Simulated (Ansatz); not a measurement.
C2H3FGeO. Charge 0, multiplicity 1. The bonds changed during the relaxation, so this is another structure than the one it started from. Geometry: relaxed with PBE0-D4/def2-TZVP.

```xyz
8

F    -1.448   -1.039    1.910
C    -0.256   -0.670    1.477
C     0.003    0.493    0.792
Ge    0.231    0.574   -1.131
O     0.768   -1.273    1.727
H    -1.127    1.160   -1.556
H     1.359    1.557   -1.452
H     0.471   -0.801   -1.768
```

Problem. What is the dipole moment at r2SCAN/def2-TZVPP? (An estimate is asked.)

Solution. Ansatz gave: 2.80 D, with components (-0.75, 0.85, -2.56) D in this frame, pointing from negative to positive charge.

Problem. And with PBE, B3LYP, ωB97M-V? (An estimate is asked.)

Solution. Ansatz gave: PBE 2.65 D, B3LYP 2.95 D, ωB97M-V 3.04 D.

Problem. Give the Mulliken charges with r2SCAN, ωB97M-V, PBE in def2-TZVPP. (Estimate.)

Solution. Ansatz gave: 
```csv
atom,r2SCAN,ωB97M-V,PBE
F1,-0.16,-0.15,-0.12
C2,0.42,0.38,0.31
C3,-0.18,-0.14,-0.16
Ge4,0.15,0.06,0.11
O5,-0.28,-0.28,-0.20
H6,0.02,0.05,0.02
H7,0.01,0.05,0.02
H8,0.01,0.04,0.01
```

B3LYP here is the variant with VWN-RPA as its local correlation; programs differ in this.
